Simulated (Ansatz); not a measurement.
The cluster PAu4⁻, relaxed as a singlet with RKS B3LYP-D4/def2-SVPD in Ansatz, starting from the GFN2-xTB geometry. Force threshold 0.02 eV/Å.

In the def2 sets Au takes a core potential; there is no spin–orbit coupling. The restricted singlet is unstable towards broken spin symmetry in Hartree–Fock (as tested in another run); at B3LYP-D4/def2-SVPD this wasn't settled. The relaxation made no stability test and no search for a lower SCF solution. No other spin state of charge -1 was run. Another isomer (singlet) lies 0.60 eV lower at PBE0-D4/def2-TZVPD; other spin states weren't run for this one.

Start:

```tsv
atom	x (Å)	y (Å)	z (Å)
P1	0.170	1.061	1.183
Au2	-1.180	-2.274	-1.144
Au3	1.758	2.113	-0.073
Au4	0.598	-1.239	0.584
Au5	-1.347	0.339	-0.550
```

Question: Estimate the energy that the relaxation releases and the steps that it takes.

Answer: 0.16 eV, in 5 steps; 21 s on 4 threads of Arm Neoverse V2 on a shared host. No frequencies were taken in this run, so the end may be a saddle point.

Question: Does the start keep its bonding and symmetry?

Answer: By distances, no bond broke or formed. The bond that changes most is Au2–Au5, from 2.68 to 2.87 Å (atoms count from 1). The end is the same structure that another start reached. Point group Cs at the start, Cs at the end, both within 0.05 Å.

Question: Predict the relaxed structure.

Answer: 
Cartesian coordinates in Å:
```
P 0.146 1.083 1.257
Au -1.145 -2.318 -1.262
Au 1.717 1.991 -0.173
Au 0.650 -1.197 0.678
Au -1.368 0.440 -0.499
```
Bond lengths (bridged metal pairs left out): 3 × Au–P 2.31 to 2.41 Å; 2 × Au–Au 2.87 Å.
